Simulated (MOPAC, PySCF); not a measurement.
H3BO3, SMILES `OB(O)O`, neutral singlet in the gas phase. 

Z-matrix (Å, degrees):
```
B
O 1 1.3600
H 2 0.9591 1 111.63
O 1 1.3668 2 116.48 3 -180.00
H 4 0.9566 1 115.33 2 -179.99
O 1 1.3763 2 118.30 3 0.00
H 6 0.9572 1 115.82 2 -179.99
```
Charge 0, spin multiplicity 1.

All levels are single points at this geometry (PBE0-D3(BJ)/def2-TZVP); Pople sets use spherical d functions. Orbital energies aren't observables, and empty levels follow the basis.

AM1 in MOPAC gives gap (eV) = 14.46.

**Question.** Estimate the gap (eV) from each of these levels: TPSSh-D3(BJ)/def2-TZVP in PySCF; B3LYP/6-311+G** in PySCF; M06-2X/6-31G* in PySCF; PBE/6-31G* in PySCF; PM3 in MOPAC.

**Answer.** 
| level | gap (eV) |
|---|---|
| TPSSh-D3(BJ)/def2-TZVP in PySCF | 8.05 |
| B3LYP/6-311+G** in PySCF | 8.08 |
| M06-2X/6-31G* in PySCF | 12.81 |
| PBE/6-31G* in PySCF | 7.31 |
| PM3 in MOPAC | 14.42 |
